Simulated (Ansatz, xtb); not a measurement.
# Relative energy of two isomers of C6H8N2

We compare a, `CC(C)=C1C=NC=N1`, a singlet, with b, `C=C(C)c1cnc[nH]1`, a singlet. Both are isolated molecules in the gas phase, relaxed with PBE-D3(BJ)/def2-SVP; each stands in its lowest conformer found.

Quicker runs give these differences E(b) − E(a): GFN2-xTB −0.577 eV; HF/STO-3G −0.141 eV (at GFN2-xTB geometries); r2SCAN-D4/def2-SVP −0.498 eV (at GFN2-xTB geometries).

Q: Estimate E(b) − E(a) at the level CCSD(T)/def2-SVP + ΔMP2/def2-TZVPP.

A: Calculated at CCSD(T)/def2-SVP + ΔMP2/def2-TZVPP: E(b) − E(a) = −0.400 eV, so structure b lies lower.

Level by level:

```csv
level,geometry,E(b) − E(a) (eV),departure from the last row (eV),"job, with rough time for the two"
GFN2-xTB,GFN2-xTB,−0.577,−0.177,"optimisation, 0.67 s"
HF/STO-3G,GFN2-xTB,−0.141,+0.259,"single point, 2.5 s"
r2SCAN-D4/def2-SVP,GFN2-xTB,−0.498,−0.098,"single point, 14 s"
PBE-D3(BJ)/def2-SVP,PBE-D3(BJ)/def2-SVP,−0.505,−0.105,"optimisation, 58 s"
HF/def2-SVP,PBE-D3(BJ)/def2-SVP,−0.409,−0.009,part of the CCSD(T) run
MP2/def2-SVP,PBE-D3(BJ)/def2-SVP,−0.524,−0.124,part of the CCSD(T) run
CCSD(T)/def2-SVP,PBE-D3(BJ)/def2-SVP,−0.419,−0.019,single point
CCSD(T)/def2-SVP + ΔMP2/def2-TZVPP,PBE-D3(BJ)/def2-SVP,−0.400,,"single point, 5.8 min"
```

As drawn, b has 1 C∷C, 4 C∷N, 1 N–H in place of 1 C–C, 2 C=N, 2 C–N, 1 C–H (∷ is an aromatic bond). Structure a has a 5-membered ring, b a 5-membered ring (with an aromatic ring).

None of the levels shown reverses the order. The largest departure from CCSD(T)/def2-SVP + ΔMP2/def2-TZVPP is that of HF/STO-3G, 0.259 eV. The last row adds to CCSD(T) the change of the MP2 difference between the two basis sets, here +0.019 eV.

With thermal terms from frequencies at re-optimised GFN2-xTB minima (ideal gas, soft modes damped towards free rotors, one conformer each, 298.15 K, 1 atm): on the last row, ΔE + ΔZPE = −0.363, ΔH = −0.380, ΔG = −0.331 eV.

The correlated steps freeze 8 core orbitals. Run with Ansatz 0.2.0, xtb 6.7.1; the last row on 2 threads of Intel(R) Xeon(R) Processor @ 2.50GHz (Skylake/Cascade Lake) on a shared host.
